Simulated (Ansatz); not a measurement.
Start from `C[Si]1(S)CO1` and change one atom or group to get `S[SiH]1CO1`.

Ansatz, PBE0-D4/def2-TZVP geometries, multiplicity 1. Each molecule was computed in one conformer, which needn't be the lowest.

```
                                          property  `C[Si]1(S)CO1`
           HOMO–LUMO gap (ωB97M-V/def2-TZVPP) / eV           11.39
             HOMO energy (ωB97M-V/def2-TZVPP) / eV           -9.38
             LUMO energy (ωB97M-V/def2-TZVPP) / eV            2.01
               HOMO–LUMO gap (PBE/def2-TZVPP) / eV            5.21
size of the dipole moment (ωB97M-V/def2-TZVPP) / D            1.77
  size of the dipole moment (B3LYP/def2-TZVPP) / D            1.75
```

Problem. What does the change do to each property? (An estimate is asked.)

Solution. The calculation gave: 
```
                                          property  `S[SiH]1CO1`  shift
           HOMO–LUMO gap (ωB97M-V/def2-TZVPP) / eV         11.28  -0.11
             HOMO energy (ωB97M-V/def2-TZVPP) / eV         -9.69  -0.31
             LUMO energy (ωB97M-V/def2-TZVPP) / eV          1.60  -0.41
               HOMO–LUMO gap (PBE/def2-TZVPP) / eV          5.19  -0.02
size of the dipole moment (ωB97M-V/def2-TZVPP) / D          2.01   0.24
  size of the dipole moment (B3LYP/def2-TZVPP) / D          1.98   0.23
```

With PBE0 the HOMO falls by 0.31 eV and the LUMO falls by 0.42 eV, so the gap narrows by about 0.11 eV. PBE moves the HOMO by -0.31 eV and ωB97M-V by -0.31 eV. Dipoles are sizes alone; their direction can turn.

B3LYP here is the variant with VWN-RPA as its local correlation; programs differ in this.
